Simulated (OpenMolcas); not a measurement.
**Tc3+: moving or changing the point charges**

Tc3+ among 2 point charges of -3 e arranged as a linear pair (D∞h), 1.99 Å from the ion.
```
   0.0000    0.0000    1.9900  -3.00
   0.0000    0.0000   -1.9900  -3.00
```

* Program: OpenMolcas 26.06
* Method: CASSCF
* Basis: ANO-RCC-VTZP [7s6p4d2f1g]
* Scalar Hamiltonian: DKH2, point nucleus
* Active space: 4 electrons in 5 orbitals (4d)
* State averaging: 2S+1 = 5 even, 5 roots; 2S+1 = 3 even, 45 roots; 2S+1 = 1 even, 50 roots
* Spin-orbit coupling: RASSI with atomic mean-field integrals over the reference wave functions

Runs around this geometry, states (labels by Λ). Energies in cm-1 above the lowest state or level, χT in cm3 K/mol.

```
R (Å)  q (e)  Ground state  First state of that spin  First gap with spin-orbit (degeneracies)  χT at 300 K  First state of another spin
 1.99   -1.5            5Σ                   5Π 5657                               51.0 (1, 2)        2.468                     3Φ 16760
 1.99     -3            5Σ                   5Π 3319                               47.2 (1, 2)        2.351                      3Φ 7948
 2.09     -3            5Σ                   5Π 4125                               48.6 (1, 2)        2.402                     3Φ 10288
```

Scaling the charges by -1.5 / -3 = 0.50 scales the first state of the same spin by 5657 / 3319 = 1.70; with fixed orbitals a first-order splitting would follow the charge.

Without dynamic correlation the repulsion within the d shell is too large (B by tens of per cent), so at a given field states of lower spin stand too high. Point charges give a weaker field than real ligands, and real ions of this kind are as a rule low spin; the high spin found here belongs to the model. This shell can be high or low spin here, a state of another spin lies low, and with metal d orbitals alone active their balance is uncertain, so the ground spin may be wrong (holds for R = 1.99, q = -3; R = 2.09, q = -3). Point charges carry no covalency, so the field is a model and not that of real ligands. No measured value stands beside these numbers.
